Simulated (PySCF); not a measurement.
**How methods differ on the excitation energy of V²⁺**

V²⁺ [Ar] 3d3 (4F) → V²⁺ [Ar] 3d2 4s1, s spin flipped, as a difference of total energies. All numbers are calculated (PySCF 2.14, the non-relativistic Hamiltonian (point nucleus), in def2-TZVPPD (6s6p4d2f1g, 67 functions)). Correlated levels: valence: [Ar] frozen; valence and next inner shell: [Ne] frozen. The calculations carry no spin-orbit coupling.

```json
{"method": "UHF", "excitation energy (eV)": "5.963"}
{"method": "LDA", "excitation energy (eV)": "6.639"}
{"method": "PBE", "excitation energy (eV)": "6.618"}
{"method": "PBE0", "excitation energy (eV)": "6.616"}
{"method": "r2SCAN", "excitation energy (eV)": "6.985"}
{"method": "r2SCAN0", "excitation energy (eV)": "6.827"}
{"method": "r2SCANh", "excitation energy (eV)": "6.922"}
{"method": "HSE06", "excitation energy (eV)": "6.580"}
{"method": "TPSS", "excitation energy (eV)": "6.624"}
{"method": "MP2 (valence)", "excitation energy (eV)": "6.097"}
{"method": "SCS-MP2 (valence)", "excitation energy (eV)": "5.812"}
{"method": "MP2 (valence and next inner shell)", "excitation energy (eV)": "6.280"}
{"method": "SCS-MP2 (valence and next inner shell)", "excitation energy (eV)": "6.101"}
```

How much does correlation contribute at MP2 (valence and next inner shell)?

6.280 − (5.963) = 0.317 eV, measured against UHF.

The upper determinant mixes two multiplicities, so it lies between the two terms.
